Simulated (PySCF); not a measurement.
First SCF of a structure search on singlet HfOCl2, at a hand-made trigonal planar geometry. PySCF input:

```python
from pyscf import gto, scf, dft
mol = gto.M(atom='''
Hf    -0.218830    -0.000000     0.000000
O     -2.068780     0.000020     0.000000
Cl     1.036180    -2.173720     0.000000
Cl     1.036150     2.173710     0.000000''',
    basis={'Hf': 'def2-TZVP', 'O': 'def2-TZVP', 'Cl': 'def2-TZVP'},
    ecp={'Hf': 'def2-TZVP'},
    charge=0, spin=0)
mf = dft.RKS(mol, xc='PBE0')
mf.grids.atom_grid = (50, 194)
aux = {'Hf': 'def2-universal-JKFIT', 'O': 'def2-universal-JKFIT', 'Cl': 'def2-universal-JKFIT'}
mf = mf.density_fit(auxbasis=aux)
mf.conv_tol = 1e-08
mf.diis_space = 10
mf.max_cycle = 60
mf.init_guess = 'minao'
mf.verbose = 4
mf.kernel()
```

Excerpt of the output (cycles and frontier levels):

```
init E= -1024.64435957527
  HOMO = -0.482271232228674  LUMO = -0.310208659679946  gap/eV = 4.68206
cycle= 1 E= -1043.2101983955  delta_E= -18.6  |g|= 1.12  |ddm|= 6.22
  HOMO = -0.141029303879649  LUMO = -0.130118259894057  gap/eV = 0.29690
cycle= 2 E= -1036.13959383923  delta_E= 7.07  |g|= 3.81  |ddm|= 2.91
  HOMO = -0.295767538756091  LUMO = -0.101068616342302  gap/eV = 5.29803
cycle= 3 E= -1043.41225315155  delta_E= -7.27  |g|= 0.452  |ddm|= 2.82
  HOMO = -0.346025938069411  LUMO = -0.184395947858548  gap/eV = 4.39818
cycle= 4 E= -1043.46387989146  delta_E= -0.0516  |g|= 0.209  |ddm|= 0.525
  HOMO = -0.314250730878401  LUMO = -0.149046033551149  gap/eV = 4.49545
cycle= 5 E= -1043.47308230705  delta_E= -0.0092  |g|= 0.0964  |ddm|= 0.225
  HOMO = -0.323451807440674  LUMO = -0.154231985312884  gap/eV = 4.60471
cycle= 6 E= -1043.47552537323  delta_E= -0.00244  |g|= 0.0243  |ddm|= 0.0911
  HOMO = -0.323774108881117  LUMO = -0.152327214037927  gap/eV = 4.66531
cycle= 7 E= -1043.47565033525  delta_E= -0.000125  |g|= 0.00585  |ddm|= 0.0196
  HOMO = -0.324448064606976  LUMO = -0.152529028705128  gap/eV = 4.67816
cycle= 8 E= -1043.47565614558  delta_E= -5.81e-06  |g|= 0.00239  |ddm|= 0.0034
  HOMO = -0.324491767625735  LUMO = -0.152364120193343  gap/eV = 4.68383
cycle= 9 E= -1043.47565737249  delta_E= -1.23e-06  |g|= 0.000479  |ddm|= 0.00137
  HOMO = -0.324522618287568  LUMO = -0.152362879612357  gap/eV = 4.68471
cycle= 10 E= -1043.47565741938  delta_E= -4.69e-08  |g|= 0.000181  |ddm|= 0.000275
  HOMO = -0.324534660385902  LUMO = -0.152362336424563  gap/eV = 4.68505
cycle= 11 E= -1043.47565742641  delta_E= -7.03e-09  |g|= 1.1e-05  |ddm|= 0.000102
  HOMO = -0.324534978277671  LUMO = -0.152362227104819  gap/eV = 4.68506
Extra cycle  E= -1043.47565742644  delta_E= -2.86e-11  |g|= 8.62e-06  |ddm|= 1.73e-05
converged SCF energy = -1043.47565742644
```

No lower solution of this spin was found from smeared starts or by a stability analysis within the restricted form, which does not test spin polarisation.

No spin–orbit coupling is included, which matters more the heavier the element.

The search for the lowest solution, 3 starts and the stability check together, took 12 s on 4 threads of a shared Arm Neoverse V2 host, with 145 basis functions; the process peaked at 0.6 GiB. Launch command: `OMP_NUM_THREADS=4 python axn.py task.json out`.
